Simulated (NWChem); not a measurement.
System: SnF$_{2}$, triplet; SMILES of the neutral closed-shell parent [F][Sn][F]

```xyz
3

Sn     0.0000     0.0000     0.2731
F     -1.6627     0.0000    -0.7570
F      1.6627     0.0000    -0.7570
```
Atoms are numbered in this order, from 1.

Level: PBE0/def2-SVP with def2 effective core potentials on Sn, spin-unrestricted (NWChem), optimised geometry, unscaled harmonic frequencies. In the optimisation the excess spin sits in a1 and b2 (C2v, its own frame). The spin multiplicity was typed, not searched, and may not be the lowest. def2 effective core potentials on Sn; no spin-orbit coupling.

| frequency (cm⁻¹) | IR intensity (km/mol) |
|---|---|
| 118 | 12.8 |
| 567 | 15.2 |
| 597 | 38.3 |

```
Property                                                                                              Value
-----------------------------------------------------------------------------------------  ----------------
zero-point energy                                                                              1.8 kcal/mol
thermal correction to the enthalpy at 298.15 K (with zero-point energy)                        4.9 kcal/mol
heat capacity Cv                                                                           10.0 cal/(mol K)
entropy at 298.15 K and 1 atm (symmetry number 2, electronic part: spin degeneracy alone)  70.4 cal/(mol K)
```

Rigid rotor and harmonic oscillator.
